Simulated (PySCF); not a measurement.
Compound: CH₁₁NSi₃.
SMILES with atom numbers: `[CH3:1][Si@H:2]([SiH3:3])[NH:4][SiH3:5]` (hydrogens: H6, H7, H8 on C1; H9 on Si2; H10, H11, H12 on Si3; H13 on N4; H14, H15, H16 on Si5)

Geometry (GFN2-xTB, Å), atoms numbered from 1 in this order:
```
atom  x, y, z in Å
C1     1.0126    2.0363   -0.5787
Si2    0.2042    0.6300    0.4190
Si3    1.6687   -1.1006    0.8521
N4    -1.1177    0.0713   -0.5695
Si5   -2.2066   -1.2488   -0.3190
H6     1.3653    1.6885   -1.5458
H7     1.8673    2.4418   -0.0463
H8     0.3226    2.8563   -0.7586
H9    -0.3541    1.2459    1.6459
H10    2.8050   -0.6375    1.6597
H11    1.0770   -2.2071    1.6114
H12    2.2666   -1.7046   -0.3447
H13   -1.4457    0.7476   -1.2410
H14   -3.2046   -0.9521    0.7169
H15   -1.3938   -2.3918    0.0901
H16   -2.8742   -1.4662   -1.6029
```

Method: PySCF, TDDFT CAM-B3LYP/def2-SVPD, vertical, gas phase, core orbitals frozen in the response. GFN2-xTB frequencies show an imaginary mode (23i cm⁻¹), so this geometry is no minimum at that level.

Computed states:

```csv
state,E (eV),f
S1,5.94,0.0048
S2,6.46,0.015
S3,7.04,0.014
S4,7.42,0.023
S5,7.48,0.021
S6,7.55,0.053
S7,7.61,0.093
S8,7.71,0.020
```

Broadening: Gaussians 0.3 eV wide at half height, area fixed by f = 4.319×10⁻⁹ ∫ε dν̃. The width is an assumption, not a result. The curve ends short of the highest state used, and states not computed would add to its high-energy end.

Question: What does the envelope look like, and where are its maxima?

Answer: 
(λ (nm), ε (L mol⁻¹ cm⁻¹)): (174.4, 1179), (176.2, 1242), (177.9, 1059), (179.7, 682), (181.5, 349), (183.2, 208), (185.0, 275), (186.8, 549), (188.5, 922), (190.3, 1269), (192.1, 1379), (193.8, 1213), (195.6, 864), (197.4, 512), (199.2, 278), (200.9, 188), (202.7, 206), (204.5, 287), (206.2, 373), (208.0, 425), (209.8, 413), (211.5, 348), (213.3, 251), (215.1, 158), (216.8, 90), (218.6, 44), (220.4, 19), (222.1, 8), (223.9, 3), (225.7, 1)

Maxima: 209 nm (5.94 eV), ε about 430, made up of S1 (100%); 192 nm (6.46 eV), ε about 1400, made up of S2 (100%); 176 nm (7.05 eV), ε about 1200, made up of S3 (97%) (ε in L mol⁻¹ cm⁻¹; maxima over ε = 5, shares over 10%).

Question: On this curve, what absorbance would a 10⁻³ mol/L sample give at 193 nm over a 1 cm path?

Answer: 193 nm is 6.424 eV, where ε is about 1300 L mol⁻¹ cm⁻¹, so A = ε c l ≈ 1.3 (Beer–Lambert, with the gas-phase spectrum and the assumed width).

Question: What would ε be at 6.46 eV, the highest of these maxima, with half the width (0.15 eV)?

Answer: About 2760 L mol⁻¹ cm⁻¹ against 1380, a factor of about 2.00; a lone state at its own centre would give exactly 2.

Question: Coming from long wavelengths, where does ε first pass 100 L mol⁻¹ cm⁻¹?

Answer: At about 216 nm (5.73 eV), 0.22 eV below S1.

One conformer stands for the species.

Without π bonds the low states are Rydberg-like; a valence basis with one diffuse set may place them up to an eV too high.
